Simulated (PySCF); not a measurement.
**Excitation energy of K by level of theory**

K [Ar] 4s1 (2S) → K [Ar] 3d1 (2D), as a difference of total energies. Calculation: PySCF 2.14, in def2-QZVPPD; no relativity, point nucleus. Correlated levels: valence and next inner shell: [Ne] frozen. The calculations carry no spin-orbit coupling.

| method | excitation energy (cm⁻¹) |
| --- | --- |
| UHF | 26728 |
| LDA | 24031 |
| PBE | 22702 |
| PBE0 | 23566 |
| r2SCAN | 23255 |
| BHandHLYP | 24819 |
| TPSSh | 22575 |
| wB97X | 24571 |
| revPBE | 22036 |
| MP2 (valence and next inner shell) | 27320 |
| SCS-MP2 (valence and next inner shell) | 27240 |

These non-relativistic numbers lack the scalar-relativistic shift.

Errors of the correlated levels include the incompleteness of this basis and the frozen core.

In the upper state the promoted electron has a positive orbital energy at LDA, PBE, r2SCAN, TPSSh, revPBE, so the basis confines it.

For comparison: 21536 cm⁻¹ (measured; NIST levels, between the centres of gravity of the two terms).
